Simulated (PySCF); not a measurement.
C7H10N2O.
Cartesian coordinates in Å at the GFN2-xTB level; atoms count from 1:
```xyz
20
C7H10N2O angstrom
C     -2.343   -1.394    0.169
C     -1.382   -0.220    0.017
C     -1.681    0.877    1.037
O     -0.073   -0.753    0.218
C      1.007   -0.091   -0.223
C      2.256   -0.664    0.020
C      3.371    0.013   -0.446
N      3.299    1.159   -1.103
N      2.141    1.694   -1.335
C      1.027    1.125   -0.927
H     -2.262   -1.809    1.171
H     -2.099   -2.173   -0.549
H     -3.363   -1.062    0.001
H     -1.458    0.180   -1.003
H     -2.673    1.283    0.861
H     -1.642    0.464    2.042
H     -0.955    1.684    0.968
H      2.329   -1.601    0.550
H      4.368   -0.372   -0.291
H      0.128    1.669   -1.180
```

NICS = −σ at a ghost point: NICS(0) at the centroid of the ring atoms, NICS(1) 1 Å to either side along the normal of their mean plane, zz for the tensor component along that normal. Level: GIAO PBE0/pcSseg-1 (PySCF, non-relativistic, gas phase) on the GFN2-xTB geometry, one conformer.

Ring bond lengths (Å), with Mayer bond orders in brackets: C5–C6 1.396 (1.41), C6–C7 1.385 (1.39), C7–N8 1.322 (1.48), N8–N9 1.296 (1.33), N9–C10 1.316 (1.51), C10–C5 1.405 (1.23).

Q: What do the NICS probes read (ppm)?

A: 
| ring | type | NICS(0) | NICS(1), two faces | NICS(1)zz, two faces | rms pucker (Å) | centre to ring atoms, mean (Å) |
| --- | --- | --- | --- | --- | --- | --- |
| C5–C6–C7–N8–N9–C10 | 6-membered ring with 2 N; formal bonds all aromatic | -6.7 | -11.2 / -11.1 | -27.1 / -26.7 | 0.00 | 1.35 |

Q: What can be read from them?

A: 
- C5–C6–C7–N8–N9–C10: mean NICS(1)zz -26.9 ppm, shielded, aromatic by this magnetic criterion (flat ring, no four-coordinate atom).

Q: How equal are the bonds by HOMA? HOMA = 1 − mean of α(R − Ropt)² over the ring bonds, with Krygowski's 1993 parameters (CC: Ropt 1.388 Å, α 257.7 Å⁻²; CN: Ropt 1.334 Å, α 93.52 Å⁻²; NN: Ropt 1.309 Å, α 130.33 Å⁻²).

A: 
- C5–C6–C7–N8–N9–C10: HOMA 0.97; the largest term is that of C10–C5, α(R − Ropt)² = 0.07. The geometric and the magnetic index point the same way.

Q: At the second NICS(1) probe listed for ring C5–C6–C7–N8–N9–C10, 1 Å off the ring, what do the in-plane components average?

A: The isotropic value is a third of the trace: (3 × -11.1 − (-26.7))/2 = -3.3 ppm.

Q: List the ring angles and the Hirshfeld charges of the ring atoms.

A: 
- C5–C6–C7–N8–N9–C10: C5 115.5° (+0.087 e), C6 117.4° (-0.060 e), C7 123.2° (+0.010 e), N8 119.7° (-0.127 e), N9 121.5° (-0.107 e), C10 122.8° (-0.018 e); sum 720.0° against 720° for a flat convex ring.
